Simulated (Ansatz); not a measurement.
Geometry optimisation, Ansatz 0.2.0, UHF/def2-SVP.

The input (input.yaml):

```yaml
crystal:
  periodic: [false, false, false]
  atoms:
    - { symbol: W, position_ang: [0.0, 0.0, 0.0] }
    - { symbol: F, position_ang: [0.0, 0.0, 2.1] }
    - { symbol: F, position_ang: [1.85, 0.0, 0.0] }
    - { symbol: F, position_ang: [0.0, 1.85, 0.0] }
    - { symbol: F, position_ang: [-1.85, 0.0, 0.0] }
    - { symbol: F, position_ang: [0.0, -1.85, 0.0] }
    - { symbol: F, position_ang: [0.0, 0.0, -1.85] }
    - { symbol: F, position_ang: [0.0, 0.0, 3.54] }
magnetization:
  spin_polarized: true
  initial_magnetization: 1
basis:
  gaussian: { orbitals: def2-SVP }
hamiltonian:
  xc: hf
relax:
  f_tol: 0.15
  max_steps: 25
  restrain:
    - { distance: [1, 7], at: 2.34, k: 30.0 }
    - { distance: [0, 1], at: 1.85, k: 30.0 }
output:
  orbitals: {}
```

Launched with:

```bash
$ ansatz run input.yaml --threads 4 --pin off --max-ram 5120MiB --backend cpu --events-out ev --progress --plain --runs-dir out
```

Question: Where does it end, and by what steps?

Answer: It converged. The restraints hold the end off the free minimum; the threshold counts their pulls, which the force column leaves out. Restrained pairs: F2–F8 (1.44 → 2.35 Å), W1–F2 (2.10 → 1.84 Å). After 4 steps the energy has fallen by 4.767 eV (the restraints' own energy left out); F8 moved furthest, 0.59 Å. The start is strongly strained (largest force component 20 eV/Å).

```json
{"step": "0", "energy less start (eV)": "0.0000", "largest force component (eV/Å)": "19.905", "accepted": "yes"}
{"step": "1", "energy less start (eV)": "-3.8722", "largest force component (eV/Å)": "6.019", "accepted": "yes"}
{"step": "2", "energy less start (eV)": "-4.6174", "largest force component (eV/Å)": "1.049", "accepted": "yes"}
{"step": "3", "energy less start (eV)": "-4.7551", "largest force component (eV/Å)": "0.400", "accepted": "yes"}
{"step": "4", "energy less start (eV)": "-4.7672", "largest force component (eV/Å)": "0.713", "accepted": "yes"}
```

```xyz
8
Properties=species:S:1:pos:R:3
W 0.000 0.000 -0.053
F 0.000 0.000 1.784
F 1.820 0.000 -0.050
F 0.000 1.820 -0.050
F -1.820 0.000 -0.050
F 0.000 -1.820 -0.050
F 0.000 0.000 -1.872
F 0.000 0.000 4.133
```

Time of the run: 45 s on 4 threads of Arm Neoverse V2, on a shared host, peak memory 0.49 GiB.
